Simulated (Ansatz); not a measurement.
Species: CH2NO, charge -1, multiplicity 1. It need not be the lowest isomer of its formula. Whether it binds its extra electron was not tested at this geometry. 
Coordinates optimised at B3LYP-D3(BJ)/def2-TZVP (Ansatz, a program for electronic structure):
```
N
H 1 1.0119
H 1 1.0310 2 113.63
C 1 1.4475 2 113.54 3 -133.11
O 4 1.2397 1 112.70 2 153.01
```
Charge -1, spin multiplicity 1.

Parts of the frozen-core correlation energy in STO-3G (Ansatz, hartree). Frozen orbitals: 3; correlated occupied orbitals by spin: 9 and 9; virtual: 5 and 5. Spin-orbit coupling is left out. No relativistic terms.

| term | value |
|---|---|
| reference (HF) | -165.87661 |
| MP2 opposite-spin | -0.10997 |
| MP2 same-spin | … |
| CCSD correlation | … |
| (T) | … |
| FCI minus CCSD(T) | -0.00090 |
| T1 diagnostic | 0.017 |
| largest doubles amplitude | 0.120 |

Q: Complete the blanks.

A: 
- MP2 same-spin, value: -0.02539
- CCSD correlation, value: -0.16194
- (T), value: -0.00554
